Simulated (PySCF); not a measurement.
**Polarisability and C₆ of Ge (germanium, neutral)**

[Ar] 3d10 4s2 4p2, high-spin 3P determinant. All numbers are calculated (PySCF 2.14, scalar relativity through the core potential, in aug-cc-pwCVTZ-PP with ECP10MDF (8s7p6d4f1g, 96 functions)). Coupled (time-dependent) response in atomic units; α is the mean over directions.

```
method  mean α (bohr³)         α xx, yy, zz  C₆ (like pair)  S(−4)
   UHF           41.27  33.28, 45.27, 45.27           364.2  652.8
   PBE           45.80  34.72, 51.34, 51.34           402.9  988.8
  PBE0           43.22  33.63, 48.02, 48.02           378.3  809.4
  PW91           45.20  34.22, 50.69, 50.69           396.2  957.3
```

S(−4) is the Cauchy moment in α(ω) = α(0) + S(−4) ω² + …

Reference α: 40 ± 1 bohr³ (recommended; Schwerdtfeger and Nagle, table of static dipole polarizabilities (2023 update)). Published C₆: 354.0 (Chu and Dalgarno (2004); Tang, Norbeck and Certain (1976)).

Spin-orbit coupling is absent.

α(iu) at PBE:

```json
{"u (hartree)": "0", "α(iu) (bohr³)": "45.80"}
{"u (hartree)": "0.0500", "α(iu) (bohr³)": "43.51"}
{"u (hartree)": "0.100", "α(iu) (bohr³)": "38.26"}
{"u (hartree)": "0.200", "α(iu) (bohr³)": "27.25"}
{"u (hartree)": "0.300", "α(iu) (bohr³)": "19.38"}
{"u (hartree)": "0.500", "α(iu) (bohr³)": "10.82"}
{"u (hartree)": "0.750", "α(iu) (bohr³)": "6.205"}
{"u (hartree)": "1.00", "α(iu) (bohr³)": "4.077"}
{"u (hartree)": "1.50", "α(iu) (bohr³)": "2.243"}
{"u (hartree)": "2.00", "α(iu) (bohr³)": "1.481"}
{"u (hartree)": "3.00", "α(iu) (bohr³)": "0.8384"}
{"u (hartree)": "5.00", "α(iu) (bohr³)": "0.4120"}
```

A single London oscillator, α(iu) = α/(1 + u²/ω²), gives C₆ = (3/4) ω α². Matching the computed C₆ needs ω = 4 × 402.9 / (3 × 45.80²) = 0.256 hartree.

The components differ because the open shell of this determinant is not spherical; for a pure term their mean is the scalar polarisability.

Energies and moments cover only the electrons outside the core potential.
